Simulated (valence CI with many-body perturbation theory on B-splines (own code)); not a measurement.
# Which ion has this spectrum?

A relativistic CI+MBPT calculation for an atom or ion with 15 electrons gives these levels (eV):

```
  J  Parity       E     g
3/2     odd    0.00  1.39
3/2     odd   78.04  1.44
5/2     odd   86.40  1.19
1/2     odd   96.71  0.66
3/2    even  155.52  0.79
3/2     odd  175.91  1.28
5/2    even  176.36  1.35
5/2    even  194.46  1.33
1/2    even  208.68  2.20
3/2    even  209.60  1.15
5/2    even  233.11  0.96
3/2    even  234.09  0.93
1/2    even  234.68  0.22
7/2    even  241.11  1.07
```

The energies are calculated, and their last digits are not significant.

**Question.** Which is it?
A. Te37+
B. Cs40+
C. Ce43+
D. Xe39+

**Answer.** B. Cs40+, ground level (3s^2 3p1/2^2 3p3/2) J=3/2.
